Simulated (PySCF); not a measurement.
Input of a run (PBE0-D3(BJ)/def2-SVP geometry optimisation, gas phase (PySCF 2.14.0)), started from GFN2-xTB:
```
{"job": {"xc": "PBE0", "basis": "def2-SVP", "d3": "d3bj", "grid": 1, "shake": 0.01, "kind": "geom"}, "charge": 0, "multiplicity": 1}
O     -0.064660     1.471590     0.319700
C     -0.207200     0.302160     0.133050
O      0.842230    -0.495470     0.081930
Si     2.462450    -0.016290     0.263020
F      3.138890    -1.446760     0.081410
Si    -1.898440    -0.553650    -0.107200
O     -3.007550     0.599200     0.011060
H      2.868480     0.826380    -0.839200
H      2.688090     0.446150     1.634160
H     -2.084290    -1.526330     0.981540
H     -1.936310    -1.150600    -1.429860
H     -2.762000     1.515330     0.155540
```

Output (energies in Eh, forces in Eh/bohr):
```
step   0  E = -944.66434824  max force = 0.035942
step   1  E = -944.67107883  max force = 0.006606
step   2  E = -944.67127171  max force = 0.014011
step   3  E = -944.67200574  max force = 0.007672
step   4  E = -944.67219567  max force = 0.005529
step   5  E = -944.67228236  max force = 0.001862
step   6  E = -944.67229712  max force = 0.000518
step   7  E = -944.67230361  max force = 0.001526
step   8  E = -944.67230418  max force = 0.002552
step   9  E = -944.67231852  max force = 0.002189
step  10  E = -944.67234716  max force = 0.000355
step  11  E = -944.67237235  max force = 0.000568
step  12  E = -944.67240949  max force = 0.001699
step  13  E = -944.67242022  max force = 0.000987
step  14  E = -944.67242932  max force = 0.000559
step  15  E = -944.67243140  max force = 0.000207
optimisation converged
```

Q: Summarise the run.

A: The energy falls by 0.220 eV over 16 energy and gradient evaluations, the largest force component goes from 0.0359 to 2.1e-04 Eh/bohr, and the atoms move by 0.220 Å rms after alignment. The bond that changes most is Si6–O7 (oxygen-bound silicon to silanol oxygen), which lengthens by 0.052 Å. Bonds longer at the end by more than 0.005 Å: 11 of 11; shorter: 0. Among the angles that change most is Si6–O7–H12, from 121.4° to 111.0°. The energy never rose by more than 1e-6 Eh on the way. The first step brought 83 % of the lowering.

Q: What are the final bond lengths?

A: O1=C2 1.215 Å, C2–O3 1.330 Å, O3–Si4 1.717 Å, Si4–F5 1.614 Å, C2–Si6 1.925 Å, Si6–O7 1.656 Å, Si4–H8 1.478 Å, Si4–H9 1.478 Å, Si6–H10 1.488 Å, Si6–H11 1.488 Å, O7–H12 0.968 Å. Numbering counts from 1 in the input's order; the species is `O=C(O[SiH2]F)[SiH2]O`.

The run used 131 basis functions and 107 SCF cycles in all.

Stationary, but not proved a minimum. One conformer, not necessarily the lowest.

The values belong to the conformer `[O:1]=[C:2]([O:3][SiH2:4][F:5])[SiH2:6][OH:7]`: O1–C2–O3–Si4 1°, C2–O3–Si4–F5 180°, O1–C2–Si6–O7 0°, H–O7–Si6–C2 1°.
